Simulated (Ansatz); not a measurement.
Rb₂Br: single points at one geometry.

```yaml
crystal:
  periodic: [false, false, false]
  atoms:
    - {symbol: Rb, position_ang: [1.254733, 0.038956, 1.964281]}
    - {symbol: Rb, position_ang: [-1.741189, -1.164940, -1.022620]}
    - {symbol: Br, position_ang: [0.486457, 1.125985, -0.941651]}
basis:
  gaussian: {orbitals: def2-TZVP, initial_orbitals: start.molden}
magnetization: {spin_polarized: true, initial_magnetization: 1}
hamiltonian: {xc: pbe}
correlation: {method: rpa}
scf: {omitted_lower_state_checks: [starts]}
```

The file start.molden holds the orbitals of an earlier run on this structure, at another level or in another basis.

```sh
$ ansatz run in.yaml --threads 4 --pin off --events-out ev --progress --plain --max-ram 3916MiB
```

It prints (some lines left out):

```
Functional definition: PBE
1006 factors; integrals over basis functions are off by at most 6.3e-4 eV
mean field evaluation 1: about -71349.6594 eV, gradient 5.9e0 eV
mean field evaluation 2: about -71349.7076 eV, gradient 1.1e-1 eV
mean field evaluation 4: about -71349.7083 eV, gradient 2.2e-3 eV
mean field evaluation 8: about -71349.7084 eV, gradient 2.2e-6 eV
mean field -71349.70835010 eV, -2622.0534192969 hartree, gradient 2.2e-6 eV, S^2 0.750138; 0 other end points of the search recorded, 0 dependent functions left out
9 core orbitals not correlated: weight in the atoms' cores, before any rotation towards them, 1.000 or more for the frozen orbitals, at most 0.000 for the correlated occupied ones
reference -71296.91398820 eV, -2620.1132622822 hartree; 18, 17 occupied and 87, 88 virtual orbitals, 1006 factors
Total energy: -71314.59705120 eV, -2620.7631028615 hartree
Checks for a lower state left out: starts
```

It took 3.4 s on 4 threads of Arm Neoverse V2 on a shared host.

First input, but with `gaussian: {orbitals: def2-TZVPD, initial_orbitals: start.molden}`, `hamiltonian: {xc: pbe0, dispersion: d4}`, `output: {orbitals: {seedname: orbitals}}` and without the key `correlation` (abridged; 3.4 s):

```
Functional definition: PBE0
mean field -71352.19860171 eV, -2622.1449343556 hartree, gradient 2.4e-5 eV, S^2 0.750163
Total energy: -71352.24235184 eV, -2622.1465421432 hartree
Checks for a lower state left out: starts
```

As the first input, with `hamiltonian: {xc: pbe, dispersion: d4}`, `output: {orbitals: {seedname: orbitals}}` and without the key `correlation` (abridged; 2.6 s):

```
Functional definition: PBE
mean field -71349.70835475 eV, -2622.0534194677 hartree, gradient 1.4e-5 eV, S^2 0.750138
Total energy: -71349.75903182 eV, -2622.0552818158 hartree
Checks for a lower state left out: starts
```

The first input with `gaussian: {orbitals: STO-3G}`, `hamiltonian: {xc: hf}`, `output: {orbitals: {seedname: orbitals}}` and without the key `correlation` (abridged; 0.45 s):

```
Functional definition: HF
mean field -227487.48304110 eV, -8360.0108052063 hartree, gradient 2.5e-6 eV, S^2 0.753400
Total energy: -227487.48304110 eV, -8360.0108052063 hartree
Checks for a lower state left out: starts
```

The first input with `hamiltonian: {xc: {name: CAM-B3LYP}, dispersion: d4}`, `output: {orbitals: {seedname: orbitals}}` and without the key `correlation` (abridged; 3.4 s):

```
Functional definition: CAM-B3LYP
mean field -71362.51518819 eV, -2622.5240619159 hartree, gradient 2.4e-5 eV, S^2 0.750172
Total energy: -71362.56380074 eV, -2622.5258483941 hartree
Checks for a lower state left out: starts
```

First input, but with `gaussian: {orbitals: def2-TZVPD, initial_orbitals: start.molden}`, `hamiltonian: {xc: r2scan, dispersion: d4}`, `output: {orbitals: {seedname: orbitals}}` and without the key `correlation` (abridged; 7 s):

```
Functional definition: r2SCAN
mean field -71360.76193162 eV, -2622.4596309254 hartree, gradient 1.2e-5 eV, S^2 0.750329
Total energy: -71360.76996670 eV, -2622.4599262089 hartree
Checks for a lower state left out: starts
```

The first input with `hamiltonian: {xc: hf}`, `output: {orbitals: {seedname: orbitals}}` and without the key `correlation` (abridged; 0.85 s):

```
Functional definition: HF
mean field -71297.52394061 eV, -2620.1356776198 hartree, gradient 1.4e-5 eV, S^2 0.750280
Total energy: -71297.52394061 eV, -2620.1356776198 hartree
Checks for a lower state left out: starts
```

Geometry: PBE0-D4/def2-TZVP.

In the def2 sets Rb takes a core potential, while STO-3G treats all electrons; there is no spin–orbit coupling. Correlated methods freeze 9 core orbitals; core or outer-core shells of Rb, Br are correlated, in sets that lack core-valence functions. At HF/STO-3G the highest occupied level of the charge 0 doublet lies above zero (up to 2.58 eV). In Hartree–Fock with STO-3G the lack of diffuse functions raises the level. The structure comes from a short search, and lower isomers may exist.
